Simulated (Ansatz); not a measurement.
CH6BClSSi, SMILES `CS[SiH2]BCl`, relaxed with RKS PBE-D4/def2-SVP in Ansatz 0.2.0 from a rough embedded geometry. The force threshold is 0.03 eV/Å; the program also tests the step.

Charge 0, multiplicity 1.

Start:

```xyz
11

C    -0.159   -1.781    0.302
S     1.108   -1.126   -0.749
Si    0.093    0.721   -1.003
B     0.055    1.796    0.604
Cl    1.721    2.197    1.402
H     0.119   -2.873    0.626
H    -0.279   -1.213    1.256
H    -1.182   -1.867   -0.202
H    -1.330    0.531   -1.384
H     0.754    1.548   -2.043
H    -0.900    2.068    1.191
```

**Question.** How much energy does the relaxation release, and in how many steps? (Estimate.)

**Answer.** Ansatz gave: 51.88 kJ/mol, in 7 steps.

**Question.** Which bonds change most? (Estimate.)

**Answer.** The calculation gave: B4–Cl5 from 1.891 to 1.753 Å; Si3–B4 from 1.934 to 2.030 Å; C1–S2 from 1.772 to 1.838 Å; C1–H6 from 1.172 to 1.106 Å.

**Question.** Give the relaxed structure. (Estimate.)

**Answer.** Computed: 
```xyz
11

C    -0.169   -1.893    0.383
S     1.008   -1.106   -0.789
Si    0.043    0.815   -1.074
B     0.066    1.858    0.666
Cl    1.616    2.182    1.418
H     0.167   -2.940    0.504
H    -0.153   -1.402    1.376
H    -1.202   -1.897   -0.018
H    -1.352    0.626   -1.621
H     0.889    1.503   -2.114
H    -0.914    2.255    1.268
```
